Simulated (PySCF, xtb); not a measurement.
C4H9FSi, SMILES CC1(F)C[SiH2]C1.

xtb with GFN2-xTB at its own geometry gives an orbital gap of 4.88 eV and a dipole moment of 2.60 D.

Geometry optimised at PBE0-D3(BJ)/def2-SVP. This is a generated structure with no PubChem entry under its InChIKey; it may be hypothetical.

Problem. What does CAM-B3LYP/def2-TZVP (PySCF) give? (The exact figures need the calculation; the answer reports its results.)

Solution. gap 10.94 eV (levels -9.73 and 1.21 eV), dipole 1.54 D.
